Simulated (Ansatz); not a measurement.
`C[O][GeH]([F])[S]C` → `C[O][Ge]([CH3])([F])[SH]`  (isomerisation)

Isolated molecules relaxed with PBE0-D4/def2-TZVP in Ansatz; ΔE leaves out vibrations. CCSD(T)/CBS adds triple-zeta CCSD(T) − MP2 to the extrapolated MP2 energy (def2 sets, frozen cores). DFT in def2-TZVPP. For Ge outer-core shells are correlated without core-valence functions, which leaves a few kJ/mol of doubt a bond. Scalar relativity is left out up to krypton. One conformer a species, not always the lowest.

```tsv
level	ΔE (kcal/mol)	difference from CCSD(T)/CBS
PBE-D4	-14.0	1.4
r2SCAN-D4	-15.0	0.4
PBE0-D4	-14.6	0.8
B2PLYP	-14.9	0.5
PBE	-13.9	1.5
PBE0	-14.5	0.9
HF/def2-TZVPP	-14.3	1.1
MP2/def2-TZVPP	-16.1	-0.7
SCS-MP2/def2-TZVPP	-15.3	0.1
CCSD/def2-TZVPP	-16.0	-0.6
CCSD(T)/def2-TZVPP	-15.9	-0.5
MP2/def2-QZVPP	-15.8	-0.4
SCS-MP2/def2-QZVPP	-14.9	0.5
HF/CBS(def2)	-14.0	1.4
MP2/CBS(def2)	-15.6	-0.2
CCSD/CBS(def2)	-15.5	-0.1
CCSD(T)/CBS	-15.4	0
```

Largest T1 diagnostic among the species: 0.012.

In def2-TZVPP, CCSD(T) changes the Hartree–Fock value by −1.6 kcal/mol (the triples alone add +0.1 kcal/mol) and MP2 by −1.9 kcal/mol.
